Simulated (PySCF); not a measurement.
1-chlorocyclobutene (C₄H₅Cl), SMILES C1(Cl)CCC=1.

Coordinates come from a PBE-D3(BJ)/def2-SVP optimisation.

All values below come from PySCF with PBE/def2-TZVP.

Symmetry labels are those of the subgroup Cs that the program uses (full group Cs).

Computed valence orbital energies around the gap with their symmetry:
| orbital | symmetry | energy (eV) |
|---|---|---|
| HOMO−7 | A" | -11.57 |
| HOMO−6 | A' | -10.22 |
| HOMO−5 | A" | -9.05 |
| HOMO−4 | A' | -8.45 |
| HOMO−3 | A" | -8.45 |
| HOMO−2 | A' | -8.35 |
| HOMO−1 | A' | -7.30 |
| HOMO | A" | -5.90 |
| LUMO | A" | -0.97 |
| LUMO+1 | A' | 0.27 |
| LUMO+2 | A' | 0.62 |
| LUMO+3 | A' | 1.28 |
